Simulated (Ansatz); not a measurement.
Results of the Gaussian-basis code of Ansatz.

A structure relaxed at PBE0-D4/def2-TZVP, charge 0, multiplicity 1:

Cartesian coordinates in Å:
```
C -1.356 0.593 -0.399
C -0.147 1.268 -1.040
C 1.134 1.248 -0.218
C 1.535 -0.117 0.326
N 0.604 -0.574 1.343
C -0.468 -1.447 0.907
C -1.214 -0.924 -0.317
H -2.236 0.829 -1.007
H -1.541 1.010 0.596
H -0.393 2.310 -1.270
H 0.038 0.782 -2.007
H 1.025 1.915 0.643
H 1.952 1.645 -0.830
H 1.649 -0.842 -0.497
H 2.522 -0.024 0.787
H 1.097 -1.001 2.113
H -1.168 -1.535 1.745
H -0.120 -2.470 0.679
H -2.200 -1.398 -0.326
H -0.714 -1.270 -1.229
```

Task: Give its formula and SMILES.

Result: C6H13N, `C1CCCNCC1`.

Task: Point group (tolerance 0.08 Å, 0.16 Å for H)?

Result: C1.

Task: Summarise the bond lengths by kind.

Result: 5 × C–C 1.522 to 1.526 Å; 12 × C–H 1.094 to 1.104 Å; 2 × C–N 1.449 to 1.452 Å; 1 × H–N 1.009 Å.
